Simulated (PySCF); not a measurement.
PySCF job for CH3Cd, SMILES [CH3][Cd] (connectivity only; charge and spin as stated), neutral, multiplicity 2, B3LYP-D3(BJ)/def2-TZVP. Coordinates come from a B3LYP-D3(BJ)/def2-TZVP optimisation. The multiplicity is an assumed one; other spin states were not compared. The isomer is the one that the SMILES or the coordinates give; other isomers of the formula were not compared. The def2 effective core potentials stand for the cores of Cd; spin–orbit coupling is left out.

```python
import numpy as np
from pyscf import gto, scf, dft, df
from pyscf.hessian import thermo

mol = gto.M(
    atom='''
    Cd   -0.00000000   -0.00000000   -0.38284911
    C    -0.00000000    0.00000000    1.94372997
    H     0.90558105    0.52283746    2.23812579
    H     0.00000001   -1.04567491    2.23812579
    H    -0.90558105    0.52283745    2.23812579
    ''',
    basis='def2-TZVP',
    ecp={'Cd': 'def2-tzvp'},
    charge=0,
    spin=1,
    max_memory=1600,
    verbose=3,
)
mf = dft.UKS(mol, xc='b3lyp').density_fit(auxbasis='def2-universal-jkfit')
mf.disp = 'd3bj'
mf.grids.level = 3
mf.conv_tol = 1e-11
mf.max_cycle = 100
mf.kernel()
fine, coarse = mf.grids, dft.Grids(mol).set(level=1).build(with_non0tab=True)
for _ in range(3):  # follow internal instabilities
    mf.grids = coarse
    mo, _, stable, _ = mf.stability(return_status=True, nroots=4)
    mf.grids = fine
    if stable:
        break
    mf.kernel(mf.make_rdm1(mo, mf.mo_occ))

# [left out here: the lines that compute and print the analytic Hessian (its translational invariance restored by hand, since the grid's response is missing), thermochemistry and intensities]
```

Log of the run:

```

WARN: HOMO -0.637099824396127 >= LUMO -0.637099824396131


WARN: HOMO 0.0952009171774866 >= LUMO 0.0952033873682175

converged SCF energy = -207.720987000358  <S^2> = 0.75896259  2S+1 = 2.0089426
<class 'pyscf.df.df_jk.DFUKS'> wavefunction is stable in the internal stability analysis

WARN: DFTD3 does not support analytical Hessian, using finite difference


WARN: Mole.unit (angstrom) is changed to Bohr

Mode                                 0                   1                   2
Irrep
Freq [cm^-1]                      276.9338            574.4152            574.4349
Reduced mass [au]                   5.7132              1.0983              1.0983
Force const [Dyne/A]                0.2582              0.2135              0.2135
Char temp [K]                     398.4460            826.4556            826.4840
Normal mode                   x     y     z       x     y     z       x     y     z
       0  Cd                -0.00 -0.00  0.03    0.00 -0.00 -0.00    0.00  0.00  0.00
       1   C                 0.00  0.00 -0.25   -0.04  0.07  0.00   -0.07 -0.04 -0.00
       2   H                -0.01 -0.01 -0.19    0.09 -0.15  0.00    0.11  0.06 -0.75
       3   H                -0.00  0.01 -0.19    0.09 -0.11 -0.65    0.15  0.06  0.37
       4   H                 0.01 -0.01 -0.19    0.05 -0.13  0.64    0.13  0.10  0.38
Mode                                 3                   4                   5
Irrep
Freq [cm^-1]                      995.3499           1434.3027           1434.3100
Reduced mass [au]                   1.1339              1.0776              1.0776
Force const [Dyne/A]                0.6619              1.3062              1.3062
Char temp [K]                    1432.0869           2063.6422           2063.6528
Normal mode                   x     y     z       x     y     z       x     y     z
       0  Cd                -0.00  0.00  0.00   -0.00 -0.00  0.00   -0.00  0.00 -0.00
       1   C                 0.00  0.00  0.10   -0.05 -0.06 -0.00   -0.06  0.05  0.00
       2   H                 0.13  0.07 -0.52   -0.23  0.19  0.20    0.30 -0.62  0.08
       3   H                 0.00 -0.15 -0.52    0.45 -0.09 -0.18    0.59  0.07  0.13
       4   H                -0.13  0.07 -0.52    0.36  0.65 -0.03   -0.15 -0.03 -0.22
Mode                                 6                   7                   8
Irrep
Freq [cm^-1]                     3057.6045           3178.9136           3178.9172
Reduced mass [au]                   1.0203              1.1086              1.1086
Force const [Dyne/A]                5.6199              6.6005              6.6005
Char temp [K]                    4399.2121           4573.7488           4573.7540
Normal mode                   x     y     z       x     y     z       x     y     z
       0  Cd                 0.00 -0.00  0.00   -0.00  0.00 -0.00   -0.00 -0.00  0.00
       1   C                -0.00  0.00  0.03   -0.01  0.09 -0.00   -0.09 -0.01 -0.00
       2   H                -0.48 -0.28 -0.13   -0.28 -0.14 -0.09    0.58  0.34  0.19
       3   H                 0.00  0.56 -0.13   -0.00 -0.74  0.21   -0.02  0.07 -0.02
       4   H                 0.48 -0.28 -0.13    0.38 -0.20 -0.12    0.52 -0.31 -0.17
temperature 298.1500 [K]
pressure 101325.00 [Pa]
Rotational constants [GHz] 152.84176 6.53399 6.53399
Symmetry number 3
Zero-point energy (ZPE) 0.03350 [Eh]   87956.520 [J/mol]
                           tot       elec      trans        rot        vib
Entropy [J/mol/K]       266.655      5.763    169.205     80.513     11.174
Cv [J/mol/K]             43.605      0.000     12.472     12.472     18.661
Cp [J/mol/K]             51.919      0.000     20.786     12.472     18.661
Internal energy [J/mol]                      3718.434   3718.434  90186.647
Internal energy [Eh]   -207.68380  -207.72099
Enthalpy [J/mol]                             6197.391   3718.434  90186.647
Enthalpy [Eh]          -207.68286
Gibbs free energy [J/mol]                  -44251.091 -20286.529  86855.237
Gibbs free energy [Eh] -207.71314
mode   freq/cm-1   IR/(km/mol)
   1      276.93         0.692
   2      574.42         2.130
   3      574.43         2.129
   4      995.35        26.156
   5     1434.30         2.425
   6     1434.31         2.426
   7     3057.60        11.040
   8     3178.91         6.209
   9     3178.92         6.198
max |gradient| / (hartree/bohr): 7.031818136421159e-05
APT charges: [ 0.062   0.0537 -0.0386 -0.0385 -0.0386]
```

Self-consistency was reached.
